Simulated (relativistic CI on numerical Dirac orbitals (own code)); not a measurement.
d1 to d9 in one octahedral field

Computed with a parametric ligand-field model without spin-orbit coupling, by exact diagonalisation: B = 430, C = 1880, 10Dq = 37600 cm⁻¹ (Oh; |10Dq|/B = 87.4) for every shell. Energies in cm⁻¹; the field energy is (0.6 n_e − 0.4 n_t2) × 10Dq of the ground term; g labels are left out. So small a B with so large a field is typical of 4d and 5d ions, where spin-orbit coupling, left out here, reaches 1,000 to 4,000 cm⁻¹.

```
Shell  Ground term  Electrons in e  Field energy  First spin-allowed bands  Lowest term of other spin
   d1          2T2           0.000        -15040                  2E 37600                           
   d2          3T1           0.004        -29936      3T2 36470, 3T1 41790                   1T2 6440
   d3          4A2           0.000        -45120      4T2 37600, 4T1 42564                    2E 9183
   d4          3T1           0.007        -59913       3E 35649, 3T1 36119                   1T2 5810
   d5          2T2           0.013        -74708      2A2 34934, 2T1 35087                  4T1 28412
   d6          1A1           0.011        -89843      1T1 36070, 1T2 42512                  3T1 32171
   d7            ?               ?             ?                         ?                          ?
   d8          3A2           2.000        -45120      3T2 37600, 3T1 42564                    1E 7171
   d9           2E           3.000        -22560                 2T2 37600
```

**Question.** Fill in the row of d7.

**Answer.** Ground term: 2E; Electrons in e: 1.006; Field energy: -67438; First spin-allowed bands: 2T1 35980, 2T2 36491; Lowest term of other spin: 4T1 28483. Low spin: d4, d5, d6, d7; the other shells keep the spin of the free ion. Only d4 to d7 can choose; the field needed to pair spins is smallest for d6 and largest for d5, which loses most exchange energy. In the strong-field picture 10Dq must exceed about 6B + 5C = 11980 (d4), 7.5B + 5C = 12625 (d5), 2.5B + 4C = 8595 (d6) and 4B + 4C = 9240 (d7); mixing of terms shifts these bounds somewhat.
